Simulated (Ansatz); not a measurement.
Two spin states of PH+, each at its own minimum; 2S+1 = 2, 4 were tried, and our sources give no spin for the ground state.

Each state is the lowest solution found for its spin in def2 and cc sets.

Frozen-core correlation.

The values were computed with Ansatz (Gaussian basis) for Hartree–Fock, density functionals and correlated methods. 

PBE/def2-TZVPP gives 35.83 kcal/mol for the energy of the multiplicity-4 state above the multiplicity-2 state.

Question: Predict the shift from PBE, with its sign, for: PBE0/def2-TZVPP, wB97X-V/def2-TZVPP, CCSD(T)/def2-TZVPP.

Answer: PBE0/def2-TZVPP -0.72; wB97X-V/def2-TZVPP 7.21; CCSD(T)/def2-TZVPP 1.43 kcal/mol. 2 of 3 lie above PBE; the widest gap is to wB97X-V/def2-TZVPP.

Ansatz is an electronic-structure program.
